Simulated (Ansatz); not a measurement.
System: KF, charge 1, doublet. KF+ (parent SMILES [F][K], doublet).
B3LYP-D3(BJ)/def2-TZVP minimum from Ansatz (a quantum-chemistry and plane-wave program):
```xyz
2

K      0.0000     0.0000    -0.9656
F      0.0000     0.0000     2.0386
```
Charge +1, spin multiplicity 2.

Total energies in def2-TZVPP, 7 correlated electrons, 10 frozen orbitals. Open shells are spin-unrestricted; no spin-orbit coupling. Correlated methods leave the cores frozen (noble-gas shells, and filled d and f shells in the p block). No relativity. The spin of FK+ (parent SMILES [F][K], doublet) was assumed, and the state is the lowest solution found for it.

```csv
method,program,energy (Eh),minus CCSDTQ (mEh)
HF,Ansatz,-698.42017,213.68
MP2,Ansatz,-698.61809,15.76
CCSD,Ansatz,-698.63007,3.78
CCSD(T),Ansatz,-698.63355,0.30
CCSDT(Q),Ansatz,-698.63386,-0.01
CCSDTQ,Ansatz,-698.63385,0.00
```

Rough core times of Ansatz's runs on a shared machine: CCSD(T) 20 s, CCSDT(Q) 70 s, CCSDTQ 30 min.
